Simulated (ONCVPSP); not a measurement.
## Before and after: ONCV potential for phosphorus

P, optimised norm-conserving Vanderbilt (ONCV), made with ONCVPSP 4.0.1 (PBE, scalar-relativistic). Core [Ne], reference 3s2 3p3. Waves: 3s: rc 1.35 bohr, ncon 4, nbas 7, qcut 6.2 1/bohr, 2 projectors, debl 0.9 Ha; 3p: rc 1.20 bohr, ncon 4, nbas 8, qcut 8 1/bohr, local; d scattering state at 0.09 Ha: rc 1.20 bohr, ncon 5, nbas 8, qcut 7.4 1/bohr, 2 projectors, debl 2.5 Ha. Local part: the p channel. Core correction: polynomial model core, fcfact 0.5.

Change: core correction polynomial model core, fcfact 0.18.

Cutoffs: the cutoffs (Ha) at which the residual kinetic energy of the hardest occupied pseudo-wave falls to 1 and 0.1 mHa per electron; they do not see the model core or the augmentation charge, which bear on the density cutoff. Errors are all-electron minus pseudo energies relative to the spin-unpolarised reference configuration.

**Question.** What does the change do?

**Answer.** The potential gets neither clearly harder nor softer (31 Ha and 128 Ha → 31 Ha and 128 Ha); both files keep a bound ghost (s); of the 4 tests that both files solve, the error grows in 2 and shrinks in 0 by more than 15 % and 0.3 meV (median size 8.3 → 8.8 meV). A model core, the more so a compact one, raises the density cutoff, which this test does not measure.

| quantity | base | changed |
| --- | --- | --- |
| cutoff, loose | 31 Ha | 31 Ha |
| cutoff, tight | 128 Ha | 128 Ha |
| bound ghosts | s | s |
| GHOST(+) flags under 300 eV | none | none |
| error for 3s2 3p2, meV [ΔE 9.73 eV] | +2.7 | +2.7 |
| error for 3s2 3p1, meV [ΔE 28.88 eV] | +14 | +15 |
| error for 3s2 3p0, meV [ΔE 58.62 eV] | +25 | +31 |
| error for 3s1 3p4, meV [ΔE 8.53 eV] | +1.8 | +2.7 |
| s: phases at 1.37 bohr within 0.05 rad from the reference energy up to (Ha; the scan ends near 5) | to the end of the scan | to the end of the scan |
| p: phases at 1.22 bohr within 0.05 rad from the reference energy up to (Ha; the scan ends near 5) | 0.6 | 0.6 |
| d: phases at 1.22 bohr within 0.05 rad from the reference energy up to (Ha; the scan ends near 5) | to the end of the scan | to the end of the scan |
| rms error of d²Exc/dni dnj with the model core, mHa | 0.29 | 0.56 |

 A true bound ghost makes a file unfit for plane-wave use even where its test errors are small: the radial tests pick states by their node count and pass the ghost by.
